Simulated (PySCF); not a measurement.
An unknown is described by computed data only.

Formula: C6H9FO.

- Polarisability: 82.8 au [B3LYP/def2-SVPD]
- UV, first state: lowest singlet excitation: 5.60 eV (221 nm, f = 0.122) [TDDFT B3LYP/def2-SVPD]
- Rotational structure: rotational constants A, B, C: 6.120, 0.692, 0.669 GHz [PBE0-D3(BJ)/def2-SVP]
- 1H NMR: chemical shifts (computed TMS as zero) by class: 6.59 (1 H), 6.43 (1 H), 4.55 (1 H), 4.23 (1 H), 3.41 (3 H), 2.74 (2 H) ppm [GIAO B97-2/pcSseg-1]
- Valence photoelectron: vertical ionisation energy: 8.41 eV [ΔSCF B3LYP/def2-SVPD]
- Dipole: 1.28 D [B3LYP/def2-SVPD]
- 13C NMR: chemical shifts (computed TMS as zero) by class: 152.4 (1 C), 152.0 (1 C), 116.4 (1 C), 100.5 (1 C), 54.1 (1 C), 25.7 (1 C) ppm [GIAO B97-2/pcSseg-1]
- Triplet: lowest triplet excitation (Tamm–Dancoff): 4.24 eV [TDA B3LYP/def2-SVPD]

Electronic properties: PySCF, gas phase, density fitting. Levels stand in brackets. One conformer (not necessarily the lowest) at the PBE0-D3(BJ)/def2-SVP geometry, without solvent, vibrations or thermal averaging. NMR values are class means; diastereotopic atoms form classes of their own.

Question: Give a SMILES that accounts for the data.

Answer: Numbering: `[CH3:1][O:2]/[CH:3]=[CH:4]/[CH2:5]/[CH:6]=[CH:7]\[F:8]`. Its formula, C6H9FO, gives 2 degrees of unsaturation: 0 rings and 2 π bonds in the structure found. 6 carbons fall into 6 classes; from least to most shielded: vinylic C–F carbon [C7] (152.4 ppm), vinylic carbon bearing oxygen [C3] (152.0 ppm), alkene CH carbon [C6] (116.4 ppm), alkene CH carbon [C4] (100.5 ppm), methoxy carbon [C1] (54.1 ppm), allylic carbon [C5] (25.7 ppm). Hydrogen classes from least to most shielded: 1 H on a vinylic C–F carbon, C7 (6.59 ppm), 1 H on a vinylic carbon bearing oxygen, C3 (6.43 ppm), 1 H on an alkene CH carbon, C6 (4.55 ppm), 1 H on an alkene CH carbon, C4 (4.23 ppm), 3 H on a methoxy carbon, C1 (3.41 ppm, a mean of values up to 0.6 ppm apart in this geometry), 2 H on an allylic carbon, C5 (2.74 ppm, a mean of values up to 1.3 ppm apart in this geometry). The first electron is taken from the HOMO, whose largest Löwdin shares are 0.31 on an alkene CH carbon, 0.23 on the ether oxygen, 0.21 on the vinylic carbon bearing oxygen and 0.05 on the allylic carbon. The optimised geometry has point group C1 and is an asymmetric top. Structure: `CO/C=C/C/C=C\F`. Computed isomers that give other values at the same levels: `O=C1CCCC[C@H]1F` (rotational constant A: 2.573 GHz; this holds for the one conformer computed). The assignments are read from this structure; whether some other isomer fits the data as well wasn't checked.

Conformer computed: `[CH3:1][O:2]/[CH:3]=[CH:4]/[CH2:5]/[CH:6]=[CH:7]\[F:8]`: C1–O2–C3–C4 -1°, C3–C4–C5–C6 -115°, C4–C5–C6–C7 -120°.
